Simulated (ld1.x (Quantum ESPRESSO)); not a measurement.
antimony: excitation energies, all-electron against TM

antimony, norm-conserving Troullier–Martins (Kleinman–Bylander form), made with ld1.x (Quantum ESPRESSO) 7.5 (PBE, scalar-relativistic). Core [Kr] 4d10, reference 5s2 5p3. Waves: 5p (bound): rc 2.50 bohr; 5s (bound): rc 1.90 bohr. Local part: the s channel. Core correction: none.

Energies are relative to the spin-unpolarised reference configuration 5s2 5p3; without spin polarisation the order of configurations can differ from experiment.

| valence configuration | charge | ΔE all-electron (eV) | error AE − PS (meV) |
| --- | --- | --- | --- |
| 5s2 5p2 | +1 | 8.317 | -4.6 |
| 5s2 5p1 | +2 | 24.285 | -20 |
| 5s2 5p0 | +3 | 48.698 | -17 |
| 5s0 5p5 | 0 | 16.431 | +36 |
| 5s2 5p2.5 | +0.5 | 3.262 | -1.2 |
| 5s1 5p3 | +1 | 17.049 | +4.7 |
| 5s1 5p4 | 0 | 8.112 | +7.5 |

Levels in the configuration 5s1 5p4:

```
level  all-electron (eV)  pseudo (eV)
   5s            -13.625      -13.607
   5p             -5.406       -5.405
```
